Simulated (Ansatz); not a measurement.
The cluster PtCl2, relaxed as a quintet with UKS PBE-D4/def2-TZVP in Ansatz, starting from the PBE-D4/def2-TZVP geometry of the neutral singlet. Force threshold 0.02 eV/Å.

In the def2 sets Pt takes a core potential; there is no spin–orbit coupling. The relaxation made no stability test and no search for a lower SCF solution. At PBE-D4/def2-TZVP a triplet of charge 0 lies 3.51 eV below the quintet, each at its own geometry. The structure comes from a short search, and lower isomers may exist.

Start:

Cartesian coordinates in Å:
```
Pt 0.156 0.036 0.658
Cl -1.673 -0.979 0.102
Cl 1.517 0.943 -0.760
```

| step | energy (eV) | largest force component (eV/Å) | SCF passes |
| --- | --- | --- | --- |
| 1 | -28282.1531 | 2.916 | 17 |
| 2 | -28282.6246 | 0.375 | 31 |
| 3 | -28282.6485 | 0.200 | 28 |
| 4 | -28282.6542 | 0.034 | 27 |
| 5 | -28282.6544 | 0.010 | 24 |

Force components are those of the run's own axes.

End:

```xyz
3

Pt    0.221    0.051    0.934
Cl   -1.616   -0.933   -0.060
Cl    1.395    0.881   -0.874
```

By distances, no bond broke or formed. The bond that changes most is Pt1–Cl2, from 2.16 to 2.31 Å (atoms count from 1).

No frequencies were taken in this run, so the end may be a saddle point.

It took 5.5 s on 4 threads of Arm Neoverse V1 on a shared host.
